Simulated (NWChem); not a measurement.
System: CH6FNOSi; SMILES O[Si@H](F)NC

NWChem input:

```
start job
memory heap 200 mb stack 900 mb global 1100 mb
geometry units angstroms noautosym nocenter noautoz
  C      0.237606    -2.347084     0.082644
  N     -0.045158    -1.054594    -0.492109
  Si    -0.273319     0.403605     0.345401
  O     -1.196315     1.373127    -0.623418
  F      1.087548     1.257547     0.633772
  H      0.067206    -2.318830     1.170205
  H     -0.423811    -3.131625    -0.323380
  H      1.282076    -2.673756    -0.071881
  H     -0.004771    -1.015403    -1.504645
  H     -0.831484     0.117531     1.688365
  H     -1.018076     2.316021    -0.559995
end
basis spherical
  C library def2-svp
  N library def2-svp
  Si library def2-svp
  O library def2-svp
  F library def2-svp
  H library def2-svp
end
dft
  xc b3lyp
  iterations 150
end
cosmo
  do_cosmo_smd true
  solvent ether
end
task dft energy
```

Excerpt of the output:

```
             Northwest Computational Chemistry Package (NWChem) 7.3.0
             --------------------------------------------------------

                             Geometry "geometry" -> ""
                             -------------------------

 Output coordinates in angstroms (scale by  1.889725989 to convert to a.u.)

  No.       Tag          Charge          X              Y              Z
 ---- ---------------- ---------- -------------- -------------- --------------
    1 C                    6.0000     0.23760600    -2.34708400     0.08264400
    2 N                    7.0000    -0.04515800    -1.05459400    -0.49210900
    3 Si                  14.0000    -0.27331900     0.40360500     0.34540100
    4 O                    8.0000    -1.19631500     1.37312700    -0.62341800
    5 F                    9.0000     1.08754800     1.25754700     0.63377200
    6 H                    1.0000     0.06720600    -2.31883000     1.17020500
    7 H                    1.0000    -0.42381100    -3.13162500    -0.32338000
    8 H                    1.0000     1.28207600    -2.67375600    -0.07188100
    9 H                    1.0000    -0.00477100    -1.01540300    -1.50464500
   10 H                    1.0000    -0.83148400     0.11753100     1.68836500
   11 H                    1.0000    -1.01807600     2.31602100    -0.55999500

 Effective nuclear repulsion energy (a.u.)     252.9960090735

                                 NWChem DFT Module
                                 -----------------

 Summary of "ao basis" -> "ao basis" (spherical)
 ------------------------------------------------------------------------------
       Tag                 Description            Shells   Functions and Types
 ---------------- ------------------------------  ------  ---------------------
 C                          def2-svp                 6       14   3s2p1d
 N                          def2-svp                 6       14   3s2p1d
 Si                         def2-svp                 8       18   4s3p1d
 O                          def2-svp                 6       14   3s2p1d
 F                          def2-svp                 6       14   3s2p1d
 H                          def2-svp                 3        5   2s1p

 in cosmo_initialize ...
 calling solv_data for solv:ether

[...]

                                COSMO-SMD solvation results
                                ---------------------------

             internal energy in gas <Psi(g)|H|Psi(g)> =      -560.877386802772
         internal energy in solvent <Psi(s)|H|Psi(s)> =      -560.877042422971
                               delta internal energy  =         0.000344379801 (    0.22 kcal/mol)
   total free energy in solvent <Psi(s)|H+V/2|Psi(s)> =      -560.883547460097
 polarization energy contribution <Psi(s)|V/2|Psi(s)> =        -0.006505037126 (   -4.08 kcal/mol)
    total free energy in solvent including G(SMD-CDS) =      -560.885021191205
                       G(SMD-CDS) energy contribution =        -0.001473731108 (   -0.92 kcal/mol)
     1 M fixed-concentration free energy of solvation =        -0.007634388433 (   -4.79 kcal/mol)

                       DFT Final Molecular Orbital Analysis
                       ------------------------------------

 Vector   23  Occ=2.000000D+00  E=-3.514082D-01
              MO Center= -7.3D-01,  1.1D+00, -1.1D-01, r^2= 2.5D+00
   Bfn.  Coefficient  Atom+Function         Bfn.  Coefficient  Atom+Function
  ----- ------------  ---------------      ----- ------------  ---------------
    50      0.473099   4 O  px               53      0.335075   4 O  px
    66     -0.271113   5 F  pz               69      0.192716   5 F  pz
    95     -0.171571  10 H  s                38     -0.141546   3 Si pz
    52      0.133235   4 O  pz               64     -0.103137   5 F  px
    65      0.100287   5 F  py               96     -0.097772  10 H  s

 Vector   24  Occ=2.000000D+00  E=-3.198788D-01
              MO Center= -9.2D-01,  8.5D-01, -3.8D-02, r^2= 2.5D+00
   Bfn.  Coefficient  Atom+Function         Bfn.  Coefficient  Atom+Function
  ----- ------------  ---------------      ----- ------------  ---------------
    52      0.418740   4 O  pz               55      0.311050   4 O  pz
    50     -0.300017   4 O  px               95     -0.248778  10 H  s
    96     -0.248295  10 H  s                53     -0.221398   4 O  px
    17      0.131226   2 N  s                19     -0.125209   2 N  py
    38     -0.110234   3 Si pz               22      0.089439   2 N  py

 Vector   25  Occ=2.000000D+00  E=-2.459525D-01
              MO Center=  2.4D-02, -1.2D+00, -3.4D-01, r^2= 1.9D+00
   Bfn.  Coefficient  Atom+Function         Bfn.  Coefficient  Atom+Function
  ----- ------------  ---------------      ----- ------------  ---------------
    18      0.518092   2 N  px               21     -0.434689   2 N  px
    85      0.198570   8 H  s                80     -0.169623   7 H  s
     4      0.155275   1 C  px               86      0.136736   8 H  s
    39     -0.121760   3 Si px               81     -0.112349   7 H  s
    65      0.104272   5 F  py               19      0.095191   2 N  py

 Vector   26  Occ=0.000000D+00  E= 5.047494D-02
              MO Center= -6.4D-01,  1.1D+00,  2.4D-02, r^2= 5.8D+00
   Bfn.  Coefficient  Atom+Function         Bfn.  Coefficient  Atom+Function
  ----- ------------  ---------------      ----- ------------  ---------------
     3      0.861240   1 C  s                49     -0.828245   4 O  s
   101      0.736529  11 H  s                32      0.599169   3 Si s
    76     -0.511989   6 H  s                40      0.352562   3 Si py
    39     -0.341519   3 Si px               86     -0.341804   8 H  s
    81     -0.327035   7 H  s                96     -0.247388  10 H  s

[...]
```

Level: B3LYP/def2-SVP, SMD on the gas-phase geometry. Structure relaxed at the PBE0/def2-SVP level. Solvent: diethyl ether.
